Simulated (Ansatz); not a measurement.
`[NH2][Al]([SH])[SH]` and `[CH3][Al]([NH2])[SH]` differ in one atom or group.

Ansatz, PBE0-D4/def2-TZVP geometries, multiplicity 1. Each molecule was computed in one conformer, which needn't be the lowest.

```csv
property,`[NH2][Al]([SH])[SH]`
zero-point energy (PBE0-D4/def2-TZVP) / kJ/mol,116.7
size of the dipole moment (B3LYP/def2-TZVPP) / D,2.00
LUMO energy (PBE0/def2-TZVPP) / eV,-0.26
size of the dipole moment (ωB97M-V/def2-TZVPP) / D,2.01
HOMO–LUMO gap (PBE0/def2-TZVPP) / eV,7.20
HOMO–LUMO gap (ωB97M-V/def2-TZVPP) / eV,10.93
```

Give the same properties after the change, and the shifts. (Estimate.)

Ansatz gave: 
```
                                          property  `[CH3][Al]([NH2])[SH]`  shift
    zero-point energy (PBE0-D4/def2-TZVP) / kJ/mol                   185.8   69.1
  size of the dipole moment (B3LYP/def2-TZVPP) / D                    2.11   0.11
                LUMO energy (PBE0/def2-TZVPP) / eV                    0.07   0.33
size of the dipole moment (ωB97M-V/def2-TZVPP) / D                    2.12   0.11
              HOMO–LUMO gap (PBE0/def2-TZVPP) / eV                    7.24   0.04
           HOMO–LUMO gap (ωB97M-V/def2-TZVPP) / eV                   10.90  -0.03
```

The zero-point energy changes by 69.1 kJ/mol with +6 modes. Dipoles are sizes alone; their direction can turn.

B3LYP here is the variant with VWN-RPA as its local correlation; programs differ in this.
